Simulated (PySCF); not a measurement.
**Electronic absorption of C2H7ClOSi3**

Species: C₂H₇ClOSi₃.
SMILES: `C#C[Si@H]([SiH3])O[SiH2]Cl`

Level of theory: TDDFT B3LYP/def2-SVPD, vertical, gas phase, core orbitals frozen in the response in PySCF 2.14.0, density-fitted response routines. Geometry: GFN2-xTB, one conformer, isolated molecule. Torsions of this conformer, `[CH:1]#[C:2][Si@H:3]([SiH3:4])[O:5][SiH2:6][Cl:7]`: C2–Si3–O5–Si6 72°, Si3–O5–Si6–Cl7 37°.

| state | E (eV) | ν̃ (cm⁻¹) | f | main configurations (H = HOMO, L = LUMO) |
| --- | --- | --- | --- | --- |
| S1 | 5.58 | 44980 | 0.0076 | H→L (89%) |
| S2 | 6.02 | 48520 | 0.0049 | H-1→L (58%), H→L+1 (28%) |
| S3 | 6.30 | 50790 | 0.0064 | H-1→L+1 (68%), H-1→L+2 (10%) |
| S4 | 6.45 | 52060 | 0.0074 | H-3→L (48%), H-2→L (34%) |
| S5 | 6.69 | 53930 | 0.0077 | H-2→L (48%), H-3→L (33%) |
| S6 | 6.77 | 54590 | 0.042 | H→L+2 (45%), H→L+1 (38%) |
| S7 | 7.08 | 57110 | 0.192 | H→L+2 (38%), H→L+1 (12%), H-3→L+1 (11%) |
| S8 | 7.25 | 58490 | 0.0053 | H→L+3 (61%), H-1→L+2 (13%), H→L+4 (12%) |

Triplets (Tamm–Dancoff): T1 4.94 eV, H-1→L (47%), H→L+1 (16%), H→L (8%); T2 5.15 eV, H→L (74%); T3 5.37 eV, H→L+1 (45%), H-1→L (25%).

The lowest singlet comes at 222 nm (538 kJ/mol) in the ultraviolet; it is weak; its leading configuration is HOMO→LUMO (89%). The strongest level in the table is S7 at 7.08 eV (175 nm, f = 0.192). Löwdin shares by element: HOMO carbon 47%, silicon 28% or more (atoms not listed hold the other 24%); LUMO silicon 38% or more, carbon 35% (atoms not listed hold the other 27%). Weighted by f, the mean energy of these states is 6.93 eV. The listed states span 1.68 eV, and the widest gap between neighbours is 0.44 eV (S1 to S2). Orbital energies (eV): HOMO-3 -8.69, HOMO-2 -8.62, HOMO-1 -8.28, HOMO -7.87, LUMO -1.11, LUMO+1 -0.48, LUMO+2 -0.12. The window holds the lowest 8 singlets.
